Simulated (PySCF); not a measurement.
**Dipole moment and polarisability of `O=C(O)C#CC1=CC[SiH2]1`**

Species: C6H6O2Si.
Geometry (GFN2-xTB, Å), atoms numbered from 1 in this order:
```xyz
15
C6H6O2Si angstrom
O      3.9194   -1.4417   -0.0953
C      3.3922   -0.3618   -0.2058
O      4.0870    0.7714   -0.4152
C      1.9842   -0.1364   -0.1319
C      0.7809   -0.0161   -0.0593
C     -0.6019    0.0589    0.0338
C     -1.4200    1.1265   -0.0556
C     -2.8063    0.5829    0.1272
Si    -2.0297   -1.1764    0.3180
H      5.0340    0.5671   -0.4580
H     -1.1613    2.1614   -0.2222
H     -3.4487    0.7603   -0.7353
H     -3.3157    1.0046    0.9937
H     -2.1183   -1.7735    1.6468
H     -2.3003   -2.1191   -0.7627
```

Level: CAM-B3LYP/def2-SVPD (PySCF), static field, nuclei fixed, core orbitals frozen in the response. The polarisability tensor in these axes (au):

```
x   168.53 -11.35  -6.01
y   -11.35  99.02  -3.63
z    -6.01  -3.63  68.21
```

Give the principal values, the mean and the anisotropy Δα = √{½[(α1 − α2)² + (α2 − α3)² + (α1 − α3)²]}.

Principal values 67.25, 97.90 and 170.62 au; mean 111.92 au = 16.58 Å³ = 18.45 × 10⁻⁴⁰ C²·m²/J; Δα = 91.96 au (82 % of the mean).

What is the dipole moment, and where does it point?

(-2.87, 1.76, -0.03) D, 3.37 D in size, pointing from the negative to the positive side. Measured along this direction, the outermost atoms are O1 and H10 at the negative end and H12 and H13 at the positive end.

What would n − 1 = 2πNα be for an ideal gas of these molecules at 298.15 K and 1 atm, electronic part alone?

N = p/kT = 2.4615 × 10¹⁹ cm⁻³, so n − 1 = 2π × N × 16.58 × 10⁻²⁴ cm³ = 2565 × 10⁻⁶ at long wavelengths.

What depolarisation ratio follows for Rayleigh scattering of linearly polarised light, taking the static tensor?

ρ = 3Δα²/(45ᾱ² + 4Δα²) = 25371.9/(563681 + 33829.1) = 0.0425.

In TDDFT the mean static polarisability is Σ f/ω² over all singlet excitations (ω in hartree). How much of it do the 8 lowest give? Their energies (eV) and oscillator strengths: 4.16, 0.0000; 4.85, 0.3975; 5.32, 0.0000; 6.04, 0.0010; 6.15, 0.0000; 6.43, 0.0017; 6.66, 0.0003; 6.84, 0.1367.

They add up to 14.74 au, 13.2 % of the 111.92 au; the largest single term is 12.51 au, from the state at 4.85 eV. Terms in order: 0.00, 12.51, 0.00, 0.02, 0.00, 0.03, 0.01, 2.17 au. Higher excitations give the rest. The strengths listed sum to 0.537.

The structure is a single GFN2-xTB conformer in the gas phase; no vibrational or solvent corrections.

The run behind these numbers computed excited states as well. Time: 1.9 min of wall time; peak memory 1.1 GiB. Hardware: Arm Neoverse N1, one thread, shared host with 64 logical CPUs at a one-minute load of 60.
